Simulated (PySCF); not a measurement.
# Reading the logs of faulty runs: AlBCH5O

All numbers below are calculated, not measured. The program is PySCF 2.14.0, an open-source quantum chemistry code, run on an isolated molecule that a program drew, which may never have been made. The molecule is AlBCH5O (charge 0, doublet), drawn as the SMILES string `[BH2][Al][CH2]O`.

Each row is a Hartree-Fock (HF) and frozen-core CCSD(T) single point in the cc-pV(D+d)Z basis, meant for a local HF minimum. Run 1 is clean. Each other run has one planted mistake out of seven kinds, and not every kind appears here: one electron removed, one electron added, multiplicity raised by two, geometry at a saddle point, minimal basis STO-3G, one bond length entered in bohr, all coordinates scaled. The reference is restricted for singlets and unrestricted otherwise, and also for a bond in bohr. Adding or removing an electron swaps singlet and doublet. Electrons count all cores. HOMO and LUMO are orbital energies over both spins, the gradient is its largest component, and the lowest frequency (negative if imaginary) is given only where the gradient is small. Bond lengths are over the 8 bonds as drawn. T1 is the CCSD diagnostic: over 0.02 (restricted) or 0.045 (unrestricted) a single reference is doubtful.

Geometry of the clean run:
```xyz
9
AlBCH5O, angstrom
B    -0.9459    1.3864    3.2514
Al   -0.0632    0.0038    1.8929
C     0.0202    0.1421   -0.0955
O     0.6933   -0.9949   -0.6077
H    -2.0742    1.2426    3.6473
H    -0.2903    2.2414    3.7897
H     0.5338    1.0716   -0.3858
H    -0.9968    0.2214   -0.5096
H     0.7371   -0.9393   -1.5508
```

| run | electrons | basis functions | <S^2> | HOMO (eV) | LUMO (eV) | gradient (hartree/bohr) | lowest frequency (cm^-1) | mean bond (Å) | longest bond (Å) | T1 | HF (hartree) | CCSD(T) (hartree) | mistake |
|---|---|---|---|---|---|---|---|---|---|---|---|---|---|
| 1 | 37 | 90 | 0.811 | -7.43 | 1.12 | 2.3e-05 | 56 | 1.3873 | 2.130 | 0.0233 | -382.16259 | -382.67774 | no fault |
| 2 | 37 | 90 | 3.779 | -6.73 | -0.89 | 3.4e-02 | - | 1.3873 | 2.130 | 0.0199 | -382.06119 | -382.56336 | multiplicity raised by two |
| 3 | 38 | 90 | 0.000 | -0.25 | 6.62 | 3.1e-02 | - | 1.3873 | 2.130 | 0.0271 | -382.14252 | -382.70053 | one electron added |
| 4 | 36 | 90 | 0.000 | -15.56 | -5.96 | 4.0e-02 | - | 1.3873 | 2.130 | 0.0123 | -381.91697 | -382.42185 | ? |
| 5 | 37 | 90 | 1.524 | -7.53 | 1.02 | 2.9e-02 | - | 1.5097 | 2.130 | 0.0579 | -382.04956 | -382.56513 | ? |

**Which mistake was planted in run 4, and what did it cost?**

It counts 36 electrons, one fewer than the clean run, at the same geometry and basis. So the mistake is: one electron removed. Subtracting run 1 and multiplying by 627.51 kcal/mol a hartree, the energy moved by 154.1 kcal/mol in HF and 160.6 kcal/mol in CCSD(T).

**Which mistake was planted in run 5, and what did it cost?**

The mean bond changes by a factor of 1.088 and the longest by 1.000, so the molecule wasn't scaled as a whole. A length L in bohr read as angstrom grows by (1/0.5292 - 1) L = 0.890 L. The 8 bonds together grew by 8 x 0.1224 = 0.979 Å, which gives L = 1.101 Å. That is the length of one of the C-H bonds, 1.101 Å in the clean geometry. So the mistake is: one bond length entered in bohr. Subtracting run 1 and multiplying by 627.51 kcal/mol a hartree, the energy moved by 70.9 kcal/mol in HF and 70.7 kcal/mol in CCSD(T).

Cautions from the logs. Run 3: T1 is over the limit, so its CCSD(T) energy is less reliable; run 5: T1 is over the limit, so its CCSD(T) energy is less reliable.
